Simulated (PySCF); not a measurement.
**Field gradients at the hydrogen positions**

Compound: C6H6F2.
Atom-mapped SMILES: `[F:1][C:2]1=[CH:3][C@@H:4]2[CH2:5][C@:6]2([F:7])[CH2:8]1` (hydrogens: H9 on C3; H10 on C4; H11, H12 on C5; H13, H14 on C8)

Geometry (GFN2-xTB, Å), atoms numbered from 1 in this order:
```
atom  x, y, z in Å
F1     2.6467    0.9383   -0.1278
C2     1.3780    0.5179   -0.2303
C3     0.3713    1.1988   -0.7631
C4    -0.8795    0.4143   -0.6448
C5    -1.3410    0.1229    0.7703
C6    -0.4819   -0.8634    0.0558
F7    -1.0150   -2.0690   -0.2901
C8     1.0137   -0.8409    0.2950
H9     0.4233    2.1709   -1.2156
H10   -1.6121    0.4554   -1.4348
H11   -2.3800   -0.1389    0.8981
H12   -0.9133    0.6845    1.5866
H13    1.2779   -0.9571    1.3477
H14    1.5111   -1.6341   -0.2688
```

Level: PBE0/pcSseg-1 (PySCF, non-relativistic); Q(2H) = 0.00286 b; rigid geometry, the same for H and D, with no vibrational averaging.

Problem. Rank these positions by the coupling χzz of a deuteron there, largest first.
A. H10 (methine hydrogen)
B. H14 (methylene hydrogen)
C. H9 (vinylic hydrogen)

Solution. C (231 kHz), A (224 kHz), B (202 kHz).

Problem. What are Vzz, η and χzz (234.96 MHz × Q × Vzz) at all hydrogens?

Solution. 
| atom | bonded to | bond length (Å) | Vzz (au) | η | χzz (kHz) |
| --- | --- | --- | --- | --- | --- |
| H9 | C3 | 1.074 | 0.3442 | 0.06 | 231 |
| H10 | C4 | 1.078 | 0.3333 | 0.08 | 224 |
| H11 | C5 | 1.079 | 0.3316 | 0.07 | 223 |
| H12 | C5 | 1.079 | 0.3293 | 0.07 | 221 |
| H13 | C8 | 1.092 | 0.3032 | 0.01 | 204 |
| H14 | C8 | 1.093 | 0.3006 | 0.02 | 202 |

Problem. How does χzz go with the bond length over the 6 C–H bonds?

Solution. A straight-line fit has a slope of -15.0 kHz for each 0.01 Å, with a correlation coefficient of -1.00, over lengths from 1.074 to 1.093 Å. The longer bonds have the smaller couplings here.

Problem. A static deuteron (I = 1) shows a doublet split by (3/2)χ, (3/4)χ(1 + η) and (3/4)χ(1 − η) with the field along z, y and x of the gradient. What are these for H13?

Solution. With |χ| = 203.7 kHz and η = 0.008: 306, 154 and 152 kHz, to first order and without motion.

Geometry: GFN2-xTB; no solvent, vibrations or thermal averaging. GFN2-xTB bond lengths can be off by several hundredths of an ångström, more for odd bonds, and the gradients follow them. A larger basis could move these couplings by a tenth or more.
